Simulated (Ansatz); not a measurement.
InSn₉H₁₆, a doped cluster cut from the lattice of tin (In on a surface site), 26 atoms. Hardware: 2 threads of AMD EPYC 7R13 on a shared host and a share (18 GiB) of an NVIDIA H100 80GB HBM3.

In the def2 sets In, Sn take a core potential; there is no spin–orbit coupling. Correlated methods freeze 40 core orbitals; core or outer-core shells of Sn, In are correlated, in sets that lack core-valence functions. Single mean-field runs in def2-TZVP are fitted with def2-universal-jkfit.

**Question.** How many basis functions does each of these Ansatz runs have, and roughly what does it cost? r2SCANh-D4/def2-TZVP, charge 1 singlet at the geometry of the charge 0 doublet, energy, from earlier orbitals; PBE-D4/def2-TZVP, charge -1 singlet at the geometry of the charge 0 doublet, energy, from earlier orbitals; PBE-QIDH/def2-TZVP, charge 0 doublet, energy, from earlier orbitals; PBE0-D4/def2-TZVP, charge 0 doublet, energy, from earlier orbitals; PBE0-D4/def2-TZVP, charge -1 triplet at the geometry of the charge 0 doublet, energy; PBE-D4/def2-TZVP, charge -1 triplet at the geometry of the charge 0 doublet, energy, from earlier orbitals; PBE0-D4/def2-TZVP, charge 1 singlet at the geometry of the charge 0 doublet, energy; PBE-D4/def2-TZVP, charge 1 triplet at the geometry of the charge 0 doublet, energy, from earlier orbitals; PBE-D4/def2-TZVP, charge 0 doublet, energy and forces, from earlier orbitals; r2SCANh-D4/def2-TZVP, charge -1 triplet at the geometry of the charge 0 doublet, energy, from earlier orbitals; r2SCAN-D4/def2-TZVP, charge 0 doublet, energy and forces, from earlier orbitals; r2SCANh-D4/def2-TZVP, charge 1 triplet at the geometry of the charge 0 doublet, energy, from earlier orbitals.

**Answer.** Other jobs shared the machine, so times can vary by a factor of up to 3. A dash marks memory too small to be measured apart from the calling script's.

| run | functions | fitting or Cholesky vectors | wall time | peak host memory (GiB) |
| --- | --- | --- | --- | --- |
| PBE0-D4/def2-TZVP, charge 1 singlet at the geometry of the charge 0 doublet, energy | 596 | 2468 | 8.5 s | – |
| PBE-D4/def2-TZVP, charge -1 singlet at the geometry of the charge 0 doublet, energy, from earlier orbitals | 596 | 2468 | 9.5 s | – |
| r2SCANh-D4/def2-TZVP, charge 1 singlet at the geometry of the charge 0 doublet, energy, from earlier orbitals | 596 | 2468 | 9.5 s | 1.1 |
| PBE-QIDH/def2-TZVP, charge 0 doublet, energy, from earlier orbitals | 596 | 2468 | 11 s | 3.7 |
| PBE0-D4/def2-TZVP, charge 0 doublet, energy, from earlier orbitals | 596 | 2468 | 14 s | 1.1 |
| PBE-D4/def2-TZVP, charge -1 triplet at the geometry of the charge 0 doublet, energy, from earlier orbitals | 596 | 2468 | 14 s | 1.2 |
| PBE0-D4/def2-TZVP, charge -1 triplet at the geometry of the charge 0 doublet, energy | 596 | 2468 | 16 s | 1.3 |
| PBE-D4/def2-TZVP, charge 0 doublet, energy and forces, from earlier orbitals | 596 | 2468 | 16 s | 1.1 |
| PBE-D4/def2-TZVP, charge 1 triplet at the geometry of the charge 0 doublet, energy, from earlier orbitals | 596 | 2468 | 16 s | 1.2 |
| r2SCAN-D4/def2-TZVP, charge 0 doublet, energy and forces, from earlier orbitals | 596 | 2468 | 18 s | 1.4 |
| r2SCANh-D4/def2-TZVP, charge 1 triplet at the geometry of the charge 0 doublet, energy, from earlier orbitals | 596 | 2468 | 21 s | 1.5 |
| r2SCANh-D4/def2-TZVP, charge -1 triplet at the geometry of the charge 0 doublet, energy, from earlier orbitals | 596 | 2468 | 21 s | 1.5 |
